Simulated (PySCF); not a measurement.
Stepwise substitution at one centre (B H-OH). All species are isolated molecules in the gas phase. One relaxed conformer stands for each flexible species; it need not be the lowest. Strings in code marks are SMILES.

These are PBE-D3(BJ)/def2-TZVP // PBE0-D4/def2-TZVP run with PySCF 2.14.0 values and carry that method's errors. Excitations are Tamm–Dancoff values on a coarser integration grid. The basis has no diffuse functions, so Rydberg states are missing or too high.

```json
[
 {"species": "0 of 3 H replaced by OH (`B`)", "T1 excitation (TDA) (eV)": "–", "S1–T1 gap (TDA) (eV)": "–"},
 {"species": "1 of 3 H replaced by OH (`BO`)", "T1 excitation (TDA) (eV)": "5.49", "S1–T1 gap (TDA) (eV)": "0.65"},
 {"species": "2 of 3 H replaced by OH (`OBO` (H–O–B–O torsion 0°, O–B–O–H torsion 180°))", "T1 excitation (TDA) (eV)": "7.24", "S1–T1 gap (TDA) (eV)": "0.64"},
 {"species": "3 of 3 H replaced by OH (`OB(O)O`)", "T1 excitation (TDA) (eV)": "?", "S1–T1 gap (TDA) (eV)": "0.14"}
]
```

### Question
Fill in the missing entries.

### Answer

- 3 of 3 H replaced by OH (`OB(O)O`), T1 excitation (TDA) (eV): 6.61
